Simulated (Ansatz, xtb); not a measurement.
# A geometry optimisation of C3H8FSi+ with r2SCAN-D4/def2-SVP

The starting geometry of this gas-phase singlet was built from a drawn formula by distance geometry and a force field; its bonds are those of `F[CH+]CC[SiH3]`.

```yaml
atoms:
  - { symbol: C, position_ang: [0.6821, 1.0856, -2.2494] }
  - { symbol: C, position_ang: [0.1867, 2.0302, -1.2104] }
  - { symbol: C, position_ang: [-0.7632, 1.3036, -0.2509] }
  - { symbol: F, position_ang: [0.1242, -0.1407, -2.4850] }
  - { symbol: Si, position_ang: [-1.4423, 2.3812, 1.0991] }
  - { symbol: H, position_ang: [1.3738, 1.3003, -3.0679] }
  - { symbol: H, position_ang: [0.9815, 2.4924, -0.7481] }
  - { symbol: H, position_ang: [-0.4435, 2.7958, -1.7216] }
  - { symbol: H, position_ang: [-0.1407, 0.5467, 0.2775] }
  - { symbol: H, position_ang: [-1.5359, 0.7939, -0.7047] }
  - { symbol: H, position_ang: [-2.2966, 3.4584, 0.5222] }
  - { symbol: H, position_ang: [-2.2617, 1.6397, 2.0664] }
  - { symbol: H, position_ang: [-0.2876, 3.0490, 1.8901] }
```

Q: Predict what it relaxes into with r2SCAN-D4/def2-SVP.

A: It keeps its bonds, and is `F[CH+]CC[SiH3]`.

The energy falls by 0.96 eV over 11 steps:

```json
{"step": "1", "E − E(last) (eV)": "0.965"}
{"step": "2", "E − E(last) (eV)": "0.460"}
{"step": "3", "E − E(last) (eV)": "0.100"}
{"step": "4", "E − E(last) (eV)": "0.032"}
{"step": "5", "E − E(last) (eV)": "0.005"}
{"step": "7", "E − E(last) (eV)": "0.000"}
{"step": "8", "E − E(last) (eV)": "0.000"}
{"step": "9", "E − E(last) (eV)": "0.000"}
{"step": "10", "E − E(last) (eV)": "0.000"}
{"step": "11", "E − E(last) (eV)": "0.000"}
```

Final geometry (Å):

```yaml
atoms:
  - { symbol: C, position_ang: [0.6362, 1.1240, -2.2891] }
  - { symbol: C, position_ang: [0.0897, 1.8980, -1.2241] }
  - { symbol: C, position_ang: [-0.7990, 1.2347, -0.1886] }
  - { symbol: F, position_ang: [0.3956, -0.1088, -2.3908] }
  - { symbol: Si, position_ang: [-1.4337, 2.4435, 1.1603] }
  - { symbol: H, position_ang: [1.2919, 1.5199, -3.0865] }
  - { symbol: H, position_ang: [0.9872, 2.4411, -0.8170] }
  - { symbol: H, position_ang: [-0.3609, 2.7811, -1.7564] }
  - { symbol: H, position_ang: [-0.2475, 0.4150, 0.3034] }
  - { symbol: H, position_ang: [-1.6692, 0.7734, -0.6869] }
  - { symbol: H, position_ang: [-2.1988, 3.5170, 0.4641] }
  - { symbol: H, position_ang: [-2.2800, 1.6706, 2.1018] }
  - { symbol: H, position_ang: [-0.2346, 3.0266, 1.8271] }
```

From the same start GFN2-xTB ends elsewhere, differing in C1–C3 (1.55 against 2.55 Å here), C3–Si5 (2.40 against 1.92 Å here).

No frequencies were run, so the end isn't proven a minimum. Run with Ansatz 0.2.0, 29 s on 2 threads of Arm Neoverse V1, on a shared host.
